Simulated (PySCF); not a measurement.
Si(H)(OMe)2(NH2), C2H9NO2Si, SMILES CO[SiH](N)OC, singlet (GFN2-xTB optimised geometry):

```
15

Si    -1.469    -0.808     0.000
N     -2.071    -1.566    -1.424
O     -1.915    -1.648     1.313
C     -1.530    -1.452     2.642
O      0.158    -0.808     0.000
C      0.998    -0.283    -0.984
H     -2.006     0.551     0.000
H     -3.068    -1.665    -1.513
H     -1.627    -2.421    -1.718
H     -1.988    -0.542     3.041
H     -0.445    -1.366     2.725
H     -1.874    -2.310     3.221
H      1.002     0.808    -0.939
H      2.006    -0.655    -0.799
H      0.672    -0.588    -1.980
```

Level of theory: PySCF with CAM-B3LYP/def2-TZVP.

What are the frontier orbital energies and the dipole moment?

HOMO-2 -9.66 eV, HOMO-1 -9.54 eV, HOMO -9.10 eV, LUMO 1.95 eV, LUMO+1 2.29 eV; dipole moment 0.36 D.

Meta-Löwdin charges at CAM-B3LYP/def2-TZVP: Si1 1.29, N2 -0.76, O3 -0.64, C4 -0.11, O5 -0.64, C6 -0.10, H7 -0.18, H8 0.24, H9 0.23, H10 0.10, H11 0.11, H12 0.12, H13 0.10, H14 0.12, H15 0.10.
